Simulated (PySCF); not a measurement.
**Gas-phase XPS of BCl2(CH2SiH3), computed**

Species: BCl2(CH2SiH3), CH5BCl2Si.
Geometry (PBE0-D3(BJ)/def2-SVP, Å), atoms numbered from 1 in this order:
```xyz
10
CH5BCl2Si angstrom
B      0.7036    1.1450   -0.6823
Cl     2.4565    1.1906   -0.5716
Cl    -0.1621    2.6719   -0.5934
C     -0.0567   -0.1969   -0.7798
Si    -0.5005   -0.8267    0.9560
H     -1.0103   -0.0855   -1.3195
H      0.5525   -0.9824   -1.2532
H      0.7411   -1.0136    1.7636
H     -1.3883    0.1562    1.6440
H     -1.2113   -2.1354    0.8406
```

Method used: delta-SCF UKS SCAN, pcX-2 on the ionised atom, pcseg-1 elsewhere, spin-free X2C in PySCF 2.14.0. Each binding energy is the total energy of the core-ionised species, with the hole localised on one atom, minus that of the ground state; both are solved self-consistently, so orbital relaxation is included.

What binding energy does each computed site have?

| atom(s) | environment | level | binding energy (eV) | 2p1/2 (eV) | count |
| --- | --- | --- | --- | --- | --- |
| Cl2/Cl3 | chlorine bonded to B | Cl 1s | 2829.02 | – | 2 |
| Si5 | silicon bonded to C and 3 H | Si 1s | 1846.87 | – | 1 |
| C4 | carbon bonded to B, Si and 2 H | C 1s | 290.51 | – | 1 |
| Cl2/Cl3 | chlorine bonded to B | Cl 2p3/2 | 206.43 | 208.08 | 2 |
| B1 | boron bonded to C and 2 Cl | B 1s | 198.24 | – | 1 |
| Si5 | silicon bonded to C and 3 H | Si 2p3/2 | 107.09 | 107.72 | 1 |

Which effective nuclear charge Zeff reproduces each element's mean 1s value in the hydrogen-like formula E = 13.606 eV × Zeff²?

B (Z = 5): mean 198.2 eV, Zeff = 3.82, Z − Zeff = 1.18; C (Z = 6): mean 290.5 eV, Zeff = 4.62, Z − Zeff = 1.38; Si (Z = 14): mean 1846.9 eV, Zeff = 11.65, Z − Zeff = 2.35; Cl (Z = 17): mean 2829.0 eV, Zeff = 14.42, Z − Zeff = 2.58. Means run over the listed sites, weighted by atom count.

Topologically equivalent atoms share the value of their first member; where this conformer doesn't relate them by symmetry, their own values could differ. The 2p values add to the ΔSCF energy of one spin-free hole a correction within the shell (spin–orbit coupling, ligand field). 2p1/2 minus 2p3/2 (ligand field included): Cl 1.65 eV, Si 0.62 eV. One conformer (not necessarily the lowest) at the PBE0-D3(BJ)/def2-SVP geometry, without solvent, vibrations or thermal averaging.
